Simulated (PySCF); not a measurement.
# One molecule, several mistakes: AlCGeH6O

All numbers below are calculated, not measured. They come from PySCF 2.14.0, an open-source quantum chemistry program, on an isolated molecule that a program drew, which may never have been made. The molecule is AlCGeH6O (charge 0, doublet), drawn as the SMILES string `[OH][GeH2][CH][AlH2]`.

Each row is a Hartree-Fock (HF) and frozen-core CCSD(T) single point in the cc-pV(D+d)Z basis, meant for a local HF minimum. Run 1 is clean. Each other run has one planted mistake out of seven kinds, and not every kind appears here: one electron removed, one electron added, multiplicity raised by two, geometry at a saddle point, minimal basis STO-3G, one bond length entered in bohr, all coordinates scaled. The reference is restricted for singlets and unrestricted otherwise, and also for a bond in bohr. Adding or removing an electron swaps singlet and doublet. Electrons count all cores. HOMO and LUMO are orbital energies over both spins, the gradient is its largest component, and the lowest frequency (negative if imaginary) is given only where the gradient is small. Bond lengths are over the 9 bonds as drawn. T1 is the CCSD diagnostic: over 0.02 (restricted) or 0.045 (unrestricted) a single reference is doubtful. Germanium has the cc-pVDZ-PP basis, with a core potential (ECP10MDF) in place of its 10 inner electrons, and its 3s, 3p and 3d shells are frozen in CCSD(T).

Geometry of the clean run:
```xyz
10
AlCGeH6O, angstrom
O    -0.1833   -2.4814   -1.1283
Ge    0.2754   -1.3151    0.1430
C    -0.7809   -1.6064    1.7507
Al   -1.3750   -0.3253    3.0853
H    -1.0640   -2.3884   -1.4606
H     0.0723    0.1117   -0.3832
H     1.7567   -1.6009    0.3816
H    -1.0249   -2.6628    1.8924
H    -2.2288   -0.8087    4.3239
H    -0.9965    1.1999    2.9151
```

| run | electrons | basis functions | <S^2> | HOMO (eV) | LUMO (eV) | gradient (hartree/bohr) | lowest frequency (cm^-1) | mean bond (Å) | longest bond (Å) | T1 | HF (hartree) | CCSD(T) (hartree) | mistake |
|---|---|---|---|---|---|---|---|---|---|---|---|---|---|
| 1 | 65 | 104 | 0.759 | -10.55 | 0.31 | 8.8e-06 | 27 | 1.5484 | 1.946 | 0.0136 | -651.49284 | -652.02088 | no fault |
| 2 | 65 | 104 | 0.758 | -10.60 | 0.31 | 3.8e-02 | - | 1.4958 | 1.879 | 0.0129 | -651.48133 | -652.00393 | all coordinates scaled |
| 3 | 65 | 104 | 3.780 | -5.28 | -3.11 | 4.6e-02 | - | 1.5484 | 1.946 | 0.0644 | -651.28625 | -651.81700 | multiplicity raised by two |
| 4 | 66 | 104 | 0.000 | -1.93 | 6.69 | 5.2e-02 | - | 1.5484 | 1.946 | 0.0167 | -651.50292 | -652.07974 | ? |

**Which mistake was planted in run 4, and what did it cost?**

It counts 66 electrons, one more than the clean run, at the same geometry and basis. So the mistake is: one electron added. Subtracting run 1 and multiplying by 627.51 kcal/mol a hartree, the energy moved by -6.3 kcal/mol in HF and -36.9 kcal/mol in CCSD(T).

Cautions from the logs. Run 3: T1 is over the limit, so its CCSD(T) energy is less reliable.
